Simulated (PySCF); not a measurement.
Positional isomers: butadiene chloro+silyl. Isolated molecules, 0 K electronic values unless said otherwise. One relaxed conformer stands for each flexible species; it need not be the lowest. Strings in code marks are SMILES.

The four lowest singlet excitations (Tamm–Dancoff). Calculation: CAM-B3LYP-D3(BJ)/def2-TZVP in PySCF. Excitations are Tamm–Dancoff values on a coarser integration grid. The basis has no diffuse functions, so Rydberg states are missing or too high.

```
state  energy (eV)  wavelength (nm)  oscillator strength
-----  -----------  ---------------  -------------------
S1            5.63              220                1.049
S2            6.33              196                0.003
S3            6.76              183                0.000
S4            6.99              177                0.002
```

Identify which member gives these states.
A) `[SiH3]/C=C/C=C/Cl` (C–C–C–C torsion 180°)
B) `C=C/C(Cl)=C/[SiH3]` (C–C–C–Cl torsion 0°)
C) `[SiH3]/C=C/C=C\Cl` (C–C–C–C torsion 180°)
D) `C=C([SiH3])C(=C)Cl` (Si–C–C–Cl torsion 45°)

C, `[SiH3]/C=C/C=C\Cl` (C–C–C–C torsion 180°)
